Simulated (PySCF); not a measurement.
M06 single point of singlet HOsN at its PBE0 minimum.

Input, equivalent to the run apart from its starting density:

```python
from pyscf import gto, scf, dft
mol = gto.M(atom='''
Os     0.071667     0.000000    -0.080246
N     -1.072444     0.000000     1.029230
H      1.250496     0.000000     0.983963''',
    basis={'Os': 'def2-TZVP', 'N': 'def2-TZVP', 'H': 'def2-TZVP'},
    ecp={'Os': 'def2-TZVP'},
    charge=0, spin=0)
mf = dft.RKS(mol, xc='M06')
mf.grids.atom_grid = (90, 434)
aux = {'Os': 'def2-universal-JKFIT', 'N': 'def2-universal-JKFIT', 'H': 'def2-universal-JKFIT'}
mf = mf.density_fit(auxbasis=aux)
mf.conv_tol = 1e-08
mf.diis_space = 10
mf.max_cycle = 60
mf.verbose = 4
mf.kernel()
```

SCF log (excerpt):

```
init E= -145.931047856556
  HOMO = -0.221137715528677  LUMO = -0.115507406806669  gap/eV = 2.87435
cycle= 1 E= -145.93390771005  delta_E= -0.00286  |g|= 0.0348  |ddm|= 0.422
  HOMO = -0.223797835685051  LUMO = -0.113876173385107  gap/eV = 2.99112
cycle= 2 E= -145.933255840722  delta_E= 0.000652  |g|= 0.0702  |ddm|= 0.0676
  HOMO = -0.221815918120448  LUMO = -0.113830383324633  gap/eV = 2.93844
cycle= 3 E= -145.933917551992  delta_E= -0.000662  |g|= 0.0396  |ddm|= 0.0551
  HOMO = -0.224000970816901  LUMO = -0.115548150873382  gap/eV = 2.95115
cycle= 4 E= -145.934219833733  delta_E= -0.000302  |g|= 0.00395  |ddm|= 0.0271
  HOMO = -0.223674051642103  LUMO = -0.115197383590607  gap/eV = 2.95180
cycle= 5 E= -145.934230043917  delta_E= -1.02e-05  |g|= 0.00264  |ddm|= 0.0123
  HOMO = -0.223788442769292  LUMO = -0.115273745401948  gap/eV = 2.95284
cycle= 6 E= -145.934236036849  delta_E= -5.99e-06  |g|= 0.00103  |ddm|= 0.00979
  HOMO = -0.223715486769196  LUMO = -0.115169026823489  gap/eV = 2.95370
cycle= 7 E= -145.934239003426  delta_E= -2.97e-06  |g|= 0.000356  |ddm|= 0.011
  HOMO = -0.223718731351706  LUMO = -0.115156529906441  gap/eV = 2.95413
cycle= 8 E= -145.934239307589  delta_E= -3.04e-07  |g|= 0.000299  |ddm|= 0.00338
  HOMO = -0.223676641164989  LUMO = -0.115119449259698  gap/eV = 2.95399
cycle= 9 E= -145.934239375185  delta_E= -6.76e-08  |g|= 6.24e-05  |ddm|= 0.00177
  HOMO = -0.223665510688969  LUMO = -0.115111602399814  gap/eV = 2.95390
cycle= 10 E= -145.934239377651  delta_E= -2.47e-09  |g|= 9.53e-06  |ddm|= 0.000266
  HOMO = -0.223666784920388  LUMO = -0.115111870591381  gap/eV = 2.95393
Extra cycle  E= -145.934239377558  delta_E= 9.27e-11  |g|= 2.8e-05  |ddm|= 3.53e-05
converged SCF energy = -145.934239377558
```

Spin–orbit coupling, left out here, can matter for elements this heavy.

This run, together with those of the ionised and electron-attached species (not shown), took 14 s on 2 threads of a shared Arm Neoverse N1 host, with 77 basis functions; the process peaked at 0.74 GiB.
